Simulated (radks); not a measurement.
Problem. The mean radii <r> (bohr) of the occupied orbitals of an atom or ion are listed with their occupations. Method: scalar-relativistic Kohn-Sham, Wu-Cohen GGA, spin-unpolarised, spherical densities, point nucleus; computed with a radial shooting solver on a logarithmic mesh with Libxc functionals.

orbital  occ.      <r>
1s          2  0.04409
2s          2   0.1960
2p          6   0.1711
3s          2   0.5743
3p          6   0.5897
3d         10   0.6301
4s          2    1.742
4p          3    2.112

Name the element and its charge.

Solution. Z = 34, selenium, charge +1: Se+ in [Ar] 3d10 4s2 4p3. The 1s radius gives Z: for a bare nucleus <r> = (2 gamma + 1)/(2Z) with gamma = sqrt(1 - (Z/c)^2), 0.0432 bohr for Z = 34, and screening makes it slightly larger (0.04409 here). The occupations add up to 33, and the charge is Z minus that.
